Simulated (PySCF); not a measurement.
Zn(Br)(iPr), SMILES C[CH](C)[Zn][Br], singlet, CAM-B3LYP/def2-SVP optimised geometry.

```
12

Zn    -0.69     0.04     0.00
Br    -2.94     0.04     0.01
C      1.26     0.04     0.00
C      1.84     1.10    -0.94
C      1.84    -1.35    -0.30
H      1.54     0.30     1.03
H      2.94     1.12    -0.88
H      1.58     0.91    -1.99
H      1.49     2.12    -0.69
H      1.49    -2.12     0.40
H      2.94    -1.34    -0.25
H      1.58    -1.69    -1.32
```

Density from PySCF with CAM-B3LYP/def2-TZVP at that geometry.

Minimum of the electron density along straight lines between bonded atoms, close to the bond critical point (lines longer than 1.1 times the sum of covalent radii, or with two minima, are not listed):

```csv
bond,length / Å,ρ at the minimum / e bohr⁻³,∇²ρ there / e bohr⁻⁵,position (fraction from the first atom)
Zn1–Br2,2.251,0.086,0.22,0.44
Zn1–C3,1.956,0.115,0.19,0.49
C3–C4,1.530,0.244,-0.60,0.50
C3–C5,1.530,0.244,-0.60,0.50
C3–H6,1.104,0.271,-0.90,0.64
C4–H7,1.105,0.270,-0.90,0.64
C4–H8,1.102,0.272,-0.92,0.64
C4–H9,1.101,0.273,-0.92,0.64
C5–H10,1.101,0.273,-0.92,0.64
C5–H11,1.105,0.270,-0.90,0.64
C5–H12,1.102,0.272,-0.92,0.64
```
